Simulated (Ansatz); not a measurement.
Ansatz (a first-principles code) input:
A basis named .json is the Basis Set Exchange file of that set.

Ansatz 0.2 input:
```yaml
crystal:
  periodic: [false, false, false]
  atoms:
    - {symbol: Sn, position_ang: [0.00000000, 0.00000000, -0.00000000]}
    - {symbol: Br, position_ang: [-1.88078466, -1.49731053, 0.02154124]}
    - {symbol: Br, position_ang: [-0.35618931, 2.37756705, 0.00760909]}
    - {symbol: Br, position_ang: [2.23697396, -0.88025651, -0.02915033]}
basis:
  gaussian:
    orbitals: def2-QZVPPD.json
total_charge: 1
magnetization: {spin_polarized: false}
correlation: {method: ccsd_t, electrons: outside_noble_gas}
```

**Question.** What final total energy does it print?

**Answer.** -7931.28626 Eh (CCSD(T)/def2-QZVPPD). The basis has 382 functions.
